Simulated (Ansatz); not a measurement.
Ge3H14Si3, SMILES `[SiH3][GeH2][GeH2][SiH2][SiH2][GeH3]` from Hartree–Fock to CCSD(T)

Cartesian coordinates in Å:
```
Si 2.426 -1.293 -0.207
Ge 0.546 -2.217 0.923
Ge -1.576 -1.515 -0.032
Si -2.231 0.602 0.840
Si -0.417 2.063 0.685
Ge 0.319 2.159 -1.577
H 2.482 0.180 -0.016
H 2.330 -1.584 -1.662
H 3.682 -1.888 0.323
H 0.640 -3.754 0.858
H 0.580 -1.816 2.411
H -1.432 -1.430 -1.563
H -2.650 -2.576 0.278
H -2.651 0.430 2.258
H -3.385 1.142 0.068
H -0.770 3.431 1.154
H 0.685 1.546 1.543
H -0.725 2.894 -2.435
H 1.666 2.890 -1.706
H 0.482 0.737 -2.143
```

Charge 0, multiplicity 1. Correlated methods include outer-core shells of Ge, which these sets cover unevenly. Scalar relativity is left out up to krypton. Geometry: relaxed with PBE0-D4/def2-TZVP. It is one conformer, not always the lowest. Frozen core, restricted reference, Ansatz 0.2.0.

| basis | HF (Eh) | MP2 corr. | CCSD corr. | (T) | CCSD(T) total |
| --- | --- | --- | --- | --- | --- |
| def2-SVP | -7099.98738 | -1.01714 | -1.10250 | ? | ? |
| def2-TZVPP | -7101.08734 | -1.17807 | ? | -0.04751 | ? |
| def2-QZVPP | ? | ? | – | – | – |

**Question.** Fill in the withheld values. (Best estimate.)

**Answer.** Computed: def2-SVP (T): -0.03346; def2-SVP CCSD(T) total: -7101.12334; def2-TZVPP CCSD corr.: -1.27022; def2-TZVPP CCSD(T) total: -7102.40507; def2-QZVPP HF (Eh): -7101.23928; def2-QZVPP MP2 corr.: -1.99785.
